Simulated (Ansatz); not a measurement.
`[SiH3][Ge]([SiH3])([SiH3])[Cl]`. The species carries charge 0 and has multiplicity 1.

Z-matrix (Å, degrees):
```
Si
Ge 1 2.384
H 1 1.485 2 109.6
H 1 1.488 2 108.9 3 119.7
H 1 1.485 2 109.6 3 -120.7
Si 2 2.384 1 113.5 3 174.5
Si 2 2.384 1 113.5 3 -53.9
Cl 2 2.193 1 105.0 3 60.3
H 6 1.485 2 109.6 1 -53.9
H 6 1.488 2 108.9 1 65.8
H 6 1.485 2 109.6 1 -174.6
H 7 1.488 2 108.9 1 -65.9
H 7 1.485 2 109.6 1 174.5
H 7 1.485 2 109.6 1 53.8
```

Problem. List the harmonic frequencies (cm⁻¹, unscaled) at PBE0-D4/def2-TZVP in Ansatz. (An estimate is asked.)

Solution. Ansatz gave: 73, 73, 80, 83, 92, 92, 104, 104, 301, 366, 366, 398, 460, 494, 494, 533, 543, 543, 845, 845, 888, 929, 933, 933, 934, 934, 939, 2215, 2215, 2220, 2234, 2234, 2236, 2241, 2243, 2243.

Problem. Is this a minimum?

Solution. Yes, all 36 modes are real.

Problem. Give the ideal-gas thermochemistry at 298.15 K and 1 bar (rigid rotor, harmonic oscillator; point group C3v, symmetry number 3).

Solution. Zero-point energy 200.1 kJ/mol; H(298) − E = 234.4 kJ/mol; entropy 456.8 J/(mol·K), of which translation 175.0, rotation 116.7, vibration 165.1; G(298) − E = 98.2 kJ/mol. Modes under 100 cm⁻¹ are hindered rotations or soft bends, so the harmonic entropy is rough.

Problem. Rotational constants (cm⁻¹)?

Solution. 0.03531, 0.03531, 0.03204.
